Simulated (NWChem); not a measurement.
System: BP₂H₅; SMILES PBP

The following NWChem deck was run.

```
start job
memory heap 200 mb stack 900 mb global 1100 mb
geometry units angstroms noautoz
  B     -0.717128     0.042439     0.000000
  H     -1.919077    -0.085377     0.000000
  P      0.149152    -0.099948    -1.665338
  H     -0.684774     0.721227    -2.470245
  H      1.255477     0.783740    -1.535830
  P      0.149152    -0.099948     1.665338
  H      1.255477     0.783740     1.535830
  H     -0.684774     0.721227     2.470245
end
basis spherical
  * library def2-svpd
end
dft
  xc xpbe96 cpbe96
  iterations 150
end
tddft
  cis
  nroots 6
  notriplet
end
task tddft energy
```

Parts of the log:

```
             Northwest Computational Chemistry Package (NWChem) 7.3.0
             --------------------------------------------------------

 CS  symmetry detected

                             Geometry "geometry" -> ""
                             -------------------------

 Output coordinates in angstroms (scale by  1.889725989 to convert to a.u.)

  No.       Tag          Charge          X              Y              Z
 ---- ---------------- ---------- -------------- -------------- --------------
    1 B                    5.0000    -0.72016822     0.03386082     0.00000000
    2 H                    1.0000    -1.92117791    -0.10249921     0.00000000
    3 P                   15.0000     0.14710241    -0.10236232     1.66533800
    4 H                    1.0000    -0.69264202     0.71286173     2.47024500
    5 H                    1.0000     1.24711538     0.78917060     1.53583000
    6 P                   15.0000     0.14710241    -0.10236232    -1.66533800
    7 H                    1.0000     1.24711538     0.78917060    -1.53583000
    8 H                    1.0000    -0.69264202     0.71286173    -2.47024500

 Effective nuclear repulsion energy (a.u.)     122.4126697554

      Symmetry information
      --------------------

 Group name             Cs
 Group number              2
 Group order               2
 No. of unique centers     5

  pbe96 is a nonlocal functional; adding pw91lda local functional.

                                 NWChem DFT Module
                                 -----------------

 Summary of "ao basis" -> "ao basis" (spherical)
 ------------------------------------------------------------------------------
       Tag                 Description            Shells   Functions and Types
 ---------------- ------------------------------  ------  ---------------------
 B                         def2-svpd                 8       20   4s2p2d
 H                         def2-svpd                 4        8   2s2p
 P                         def2-svpd                10       24   5s3p2d

      Symmetry analysis of basis
      --------------------------

        a'         60
        a"         48

            General Information
            -------------------
          SCF calculation type: DFT
          Wavefunction type:  closed shell.
          No. of atoms     :     8
          No. of electrons :    40
           Alpha electrons :    20
            Beta electrons :    20
          Charge           :     0
          Spin multiplicity:     1
          Use of symmetry is: off; symmetry adaption is: on
          Maximum number of iterations: 150
          AO basis - number of functions:   108
                     number of shells:    48
          Convergence on energy requested:  1.00D-06
          Convergence on density requested:  1.00D-05
          Convergence on gradient requested:  5.00D-04

              XC Information
              --------------
          PerdewBurkeErnzerhof Exchange Functional  1.000
            Perdew 1991 LDA Correlation Functional  1.000 local
           PerdewBurkeErnz. Correlation Functional  1.000 non-local

             Grid Information
             ----------------
          Grid used for XC integration:  medium
          Radial quadrature: Mura-Knowles
          Angular quadrature: Lebedev.
          Tag              B.-S. Rad. Rad. Pts. Rad. Cut. Ang. Pts.
          ---              ---------- --------- --------- ---------
          B                   0.85       49          10.0       434
          H                   0.35       45          13.0       434
          P                   1.00       88          11.0       590
          Grid pruning is: on
          Number of quadrature shells:   450
          Spatial weights used:  Erf1

      Superposition of Atomic Density Guess
      -------------------------------------

 Sum of atomic energies:        -708.07671648

      Non-variational initial energy
      ------------------------------

 Total energy =    -709.176504
 1-e energy   =   -1220.893770
 2-e energy   =     389.304597
 HOMO         =      -0.259185
 LUMO         =      -0.028327

      Symmetry analysis of molecular orbitals - initial
      -------------------------------------------------

  Numbering of irreducible representations:

     1 a'          2 a"

  Orbital symmetries:

     1 a"          2 a'          3 a'          4 a'          5 a"
     6 a'          7 a"          8 a'          9 a"         10 a'
    11 a"         12 a'         13 a"         14 a'         15 a'
    16 a"         17 a'         18 a"         19 a'         20 a"
    21 a'         22 a'         23 a'         24 a"         25 a'
    26 a"         27 a'         28 a"         29 a'         30 a"

 !! scf_movecs_sym_adapt:   44 vectors were symmetry contaminated

  Symmetry fudging

   convergence    iter        energy       DeltaE   RMS-Dens  Diis-err
 ---------------- ----- ----------------- --------- --------- ---------
 d= 0,ls=0.0,diis     1   -709.9130183835 -8.32D+02  9.35D-03  2.97D-01

 !! scf_movecs_sym_adapt:   41 vectors were symmetry contaminated

  Symmetry fudging
 d= 0,ls=0.0,diis     2   -709.9312320471 -1.82D-02  4.79D-03  7.42D-02

 !! scf_movecs_sym_adapt:   25 vectors were symmetry contaminated

  Symmetry fudging
 d= 0,ls=0.0,diis     3   -709.9278509088  3.38D-03  2.83D-03  8.72D-02

 !! scf_movecs_sym_adapt:    8 vectors were symmetry contaminated

  Symmetry fudging
 d= 0,ls=0.0,diis     4   -709.9449841949 -1.71D-02  5.94D-04  2.70D-03

 !! scf_movecs_sym_adapt:    2 vectors were symmetry contaminated

  Symmetry fudging
 d= 0,ls=0.0,diis     5   -709.9455387056 -5.55D-04  1.67D-04  1.16D-04
  Resetting Diis
 d= 0,ls=0.0,diis     6   -709.9455617213 -2.30D-05  4.38D-05  9.52D-06
 d= 0,ls=0.0,diis     7   -709.9455635122 -1.79D-06  1.50D-05  3.30D-07
 d= 0,ls=0.0,diis     8   -709.9455635044  7.78D-09  8.05D-06  3.79D-07

         Total DFT energy =     -709.945563504408
      One electron energy =    -1223.159679430990
           Coulomb energy =      442.734074952353
    Exchange-Corr. energy =      -51.932628781208
 Nuclear repulsion energy =      122.412669755436

 Numeric. integr. density =       40.000013956623

                  Occupations of the irreducible representations
                  ----------------------------------------------

                     irrep           alpha         beta
                     --------     --------     --------
                     a'               11.0         11.0
                     a"                9.0          9.0

                       DFT Final Molecular Orbital Analysis
                       ------------------------------------

 Vector   18  Occ=2.000000D+00  E=-3.021789D-01  Symmetry=a'
              MO Center= -4.3D-01,  6.6D-02,  3.4D-09, r^2= 3.6D+00
   Bfn.  Coefficient  Atom+Function         Bfn.  Coefficient  Atom+Function
  ----- ------------  ---------------      ----- ------------  ---------------
     5      0.324630  1 B  px                21      0.308878  2 H  s
    61      0.201033  5 H  s                 93      0.201033  7 H  s
    41      0.158117  3 P  py                81      0.158117  6 P  py
     3      0.156857  1 B  s                 31     -0.141275  3 P  s
    71     -0.141275  6 P  s                  8     -0.121495  1 B  px

[...]

                                NWChem TDDFT Module
                                -------------------

            General Information
            -------------------
           No. of orbitals :     216
            Alpha orbitals :     108
             Beta orbitals :     108
        Alpha frozen cores :       0
         Beta frozen cores :       0
     Alpha frozen virtuals :       0
      Beta frozen virtuals :       0
         Spin multiplicity :       1
    Number of AO functions :     108
        Use of symmetry is : off
      Symmetry adaption is : on
         Schwarz screening :  0.10D-07

              XC Information
              --------------
   PerdewBurkeErnzerhof Exchange Functional   1.00
     Perdew 1991 LDA Correlation Functional   1.00 local
    PerdewBurkeErnz. Correlation Functional   1.00 non-local

             TDDFT Information
             -----------------
          Calculation type : Tamm-Dancoff TDDFT
         Wavefunction type : Restricted singlets
          No. of electrons :      40
           Alpha electrons :      20
            Beta electrons :      20
              No. of roots :       6
          Max subspacesize :    5200
            Max iterations :     100
               Target root :       1
           Target symmetry : none
      Symmetry restriction : off
                 Algorithm : Optimal
        Davidson threshold :  0.10D-03

    6 smallest eigenvalue differences (eV)
--------------------------------------------------------
  No. Spin  Occ  Vir  Irrep   E(Occ)    E(Vir)   E(Diff)
--------------------------------------------------------
    1    1   20   21 a"       -0.222    -0.097     3.388
    2    1   19   21 a'       -0.256    -0.097     4.317
    3    1   20   22 a"       -0.222    -0.024     5.376
    4    1   18   21 a'       -0.302    -0.097     5.574
    5    1   17   21 a"       -0.305    -0.097     5.657
    6    1   20   23 a"       -0.222    -0.008     5.809
--------------------------------------------------------

  Entering Davidson iterations
  Restricted singlet excited states

  Iter   NTrls   NConv    DeltaV     DeltaE      Time
  ----  ------  ------  ---------  ---------  ---------
    1      6       0     0.15E+00   0.10+100        7.0
    2     12       0     0.44E-01   0.28E-01        5.2
    3     18       0     0.22E-01   0.43E-02        5.1
    4     24       2     0.50E-02   0.85E-03        5.1
    5     28       4     0.23E-02   0.67E-04        4.1
    6     30       5     0.31E-03   0.80E-05        2.8
    7     31       6     0.71E-04   0.14E-06        2.8
  ----  ------  ------  ---------  ---------  ---------
  Convergence criterion met

  Ground state a'       -709.945563504408 a.u.

  ----------------------------------------------------------------------------
  Root   1 singlet a"             0.158639185 a.u.                4.3168 eV
  ----------------------------------------------------------------------------
     Transition Moments    X  0.00000   Y -0.00000   Z -1.48383
     Dipole Oscillator Strength                    0.2328568634
     Electric Quadrupole                           0.0000001156
     Magnetic Dipole                               0.0000004008
     Total Oscillator Strength                     0.2328573798

     Occ.   17  a"  ---  Virt.   21  a'      -0.11009
     Occ.   17  a"  ---  Virt.   23  a'       0.07549
     Occ.   17  a"  ---  Virt.   26  a'      -0.06823
     Occ.   20  a"  ---  Virt.   21  a'       0.96915
     Occ.   20  a"  ---  Virt.   26  a'       0.08758
     Occ.   20  a"  ---  Virt.   34  a'       0.05134
  ----------------------------------------------------------------------------
  Root   2 singlet a'             0.188092000 a.u.                5.1182 eV
  ----------------------------------------------------------------------------
     Transition Moments    X -0.32911   Y  0.17059   Z -0.00000
     Dipole Oscillator Strength                    0.0172311567
     Electric Quadrupole                           0.0000002039
     Magnetic Dipole                               0.0000013308
     Total Oscillator Strength                     0.0172326914

     Occ.   17  a"  ---  Virt.   28  a"      -0.06270
     Occ.   18  a'  ---  Virt.   21  a'      -0.34456
     Occ.   19  a'  ---  Virt.   21  a'       0.90980
     Occ.   19  a'  ---  Virt.   26  a'       0.07400
     Occ.   20  a"  ---  Virt.   25  a"      -0.06533
     Occ.   20  a"  ---  Virt.   28  a"       0.10106
  ----------------------------------------------------------------------------
  Root   3 singlet a"             0.201915206 a.u.                5.4944 eV
  ----------------------------------------------------------------------------
     Transition Moments    X  0.00000   Y  0.00000   Z -0.13188
     Dipole Oscillator Strength                    0.0023411351
     Electric Quadrupole                           0.0000001592
     Magnetic Dipole                               0.0000014445
     Total Oscillator Strength                     0.0023427388

     Occ.   19  a'  ---  Virt.   25  a"       0.05485
     Occ.   20  a"  ---  Virt.   22  a'      -0.98560
     Occ.   20  a"  ---  Virt.   23  a'      -0.13009
  ----------------------------------------------------------------------------
  Root   4 singlet a"             0.216263560 a.u.                5.8848 eV
  ----------------------------------------------------------------------------
     Transition Moments    X -0.00000   Y  0.00000   Z -0.58797
     Dipole Oscillator Strength                    0.0498433106
     Electric Quadrupole                           0.0000000161
     Magnetic Dipole                               0.0000007729
     Total Oscillator Strength                     0.0498440997

     Occ.   17  a"  ---  Virt.   21  a'       0.87727
     Occ.   17  a"  ---  Virt.   22  a'      -0.06304
     Occ.   17  a"  ---  Virt.   23  a'       0.05332
     Occ.   19  a'  ---  Virt.   24  a"       0.06074
     Occ.   20  a"  ---  Virt.   21  a'       0.08105
     Occ.   20  a"  ---  Virt.   23  a'      -0.44580
     Occ.   20  a"  ---  Virt.   26  a'       0.06689
  ----------------------------------------------------------------------------
  Root   5 singlet a'             0.219922494 a.u.                5.9844 eV
  ----------------------------------------------------------------------------
     Transition Moments    X -0.41162   Y  0.09902   Z -0.00000
     Dipole Oscillator Strength                    0.0262791148
     Electric Quadrupole                           0.0000001117
     Magnetic Dipole                               0.0000012443
     Total Oscillator Strength                     0.0262804709

     Occ.   17  a"  ---  Virt.   28  a"      -0.06168
     Occ.   18  a'  ---  Virt.   21  a'       0.91736
     Occ.   18  a'  ---  Virt.   22  a'       0.05054
     Occ.   19  a'  ---  Virt.   21  a'       0.28569
     Occ.   19  a'  ---  Virt.   23  a'       0.06236
     Occ.   19  a'  ---  Virt.   26  a'       0.08422
     Occ.   20  a"  ---  Virt.   24  a"      -0.06618
     Occ.   20  a"  ---  Virt.   25  a"      -0.09561
     Occ.   20  a"  ---  Virt.   28  a"       0.14785
  ----------------------------------------------------------------------------
  Root   6 singlet a"             0.220865710 a.u.                6.0101 eV
  ----------------------------------------------------------------------------
     Transition Moments    X -0.00000   Y  0.00000   Z  0.27216
     Dipole Oscillator Strength                    0.0109068792
     Electric Quadrupole                           0.0000003952
     Magnetic Dipole                               0.0000037954
     Total Oscillator Strength                     0.0109110698

     Occ.   17  a"  ---  Virt.   21  a'      -0.43591
     Occ.   18  a'  ---  Virt.   24  a"       0.07100
     Occ.   20  a"  ---  Virt.   22  a'       0.13093
     Occ.   20  a"  ---  Virt.   23  a'      -0.87333
     Occ.   20  a"  ---  Virt.   26  a'      -0.07888

              Target root =      1
          Target symmetry = none
      Ground state energy =   -709.945563504408
        Excitation energy =      0.158639185390
     Excited state energy =   -709.786924319018

  stored tddft:energy   -709.78692431901823
```

Level: PBE/def2-SVPD, TDA. Structure relaxed at the PBE0/def2-SVP level.
